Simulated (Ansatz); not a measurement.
C$_{2}$H$_{7}$GaS (`CS[CH2][GaH2]`). Charge 0, multiplicity 1. Geometry: relaxed with PBE0-D4/def2-TZVP. It is one conformer, not always the lowest.

```xyz
11

C    -0.451    1.613   -0.269
S     0.173    0.577    1.062
C    -0.576   -1.036    0.609
Ga    1.178   -1.347   -0.253
H     0.092    2.557   -0.230
H    -1.515    1.799   -0.123
H    -0.280    1.141   -1.237
H    -1.483   -0.872    0.032
H    -0.797   -1.575    1.527
H     1.374   -0.791   -1.704
H     2.284   -2.065    0.586
```

**Question.** What is the dipole moment at ωB97M-V/def2-TZVPP? (Best estimate.)

**Answer.** Ansatz gave: 2.07 D, with components (-1.76, 0.98, -0.46) D in this frame, pointing from negative to positive charge.

**Question.** And with PBE, r2SCAN, B3LYP? (Best estimate.)

**Answer.** Ansatz gave: PBE 2.26 D, r2SCAN 2.27 D, B3LYP 2.16 D.

**Question.** Give the Mulliken charges with ωB97M-V, r2SCAN, PBE in def2-TZVPP. (Best estimate.)

**Answer.** Computed: 
| atom | ωB97M-V | r2SCAN | PBE |
| --- | --- | --- | --- |
| C1 | -0.34 | -0.15 | -0.26 |
| S2 | 0.00 | -0.05 | -0.04 |
| C3 | -0.40 | -0.26 | -0.27 |
| Ga4 | 0.13 | 0.17 | 0.08 |
| H5 | 0.14 | 0.09 | 0.12 |
| H6 | 0.14 | 0.08 | 0.12 |
| H7 | 0.15 | 0.10 | 0.13 |
| H8 | 0.13 | 0.09 | 0.11 |
| H9 | 0.14 | 0.09 | 0.11 |
| H10 | -0.05 | -0.08 | -0.06 |
| H11 | -0.03 | -0.07 | -0.05 |

B3LYP here is the variant with VWN-RPA as its local correlation; programs differ in this.
